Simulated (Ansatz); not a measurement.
Basis-set extrapolation for CH₆BClFNSi, SMILES `CNB(F)[SiH2]Cl` (PBE0-D4/def2-TZVP geometry, frozen core, Ansatz). Multiplicity 1, RHF reference.

```tsv
	def2-TZVPP	def2-QZVPP
HF	-968.634100	-968.665833
MP2 correlation	-1.037793	-1.123886
CCSD(T) correlation	-1.134800	not run
```

Energies in hartree. Use E(X) = E(∞) + A·exp(−7.88·√X) for Hartree–Fock and E(X) = E(∞) + B·X^(−2.97) for correlation, with X = 3 and 4, and add CCSD(T) minus MP2 of the smaller set to the MP2 limit.

**Question.** What is the CCSD(T) energy at the basis-set limit?

**Answer.** HF limit: -968.665833 + (-0.031733) × 0.13774 = -968.67020. MP2 limit: -1.123886 + (-0.086093) × 0.74074 = -1.18766. Higher-order term: -1.134800 − (-1.037793) = -0.09701. Total: -969.95487 hartree, 488.3 kJ/mol below CCSD(T)/def2-TZVPP.
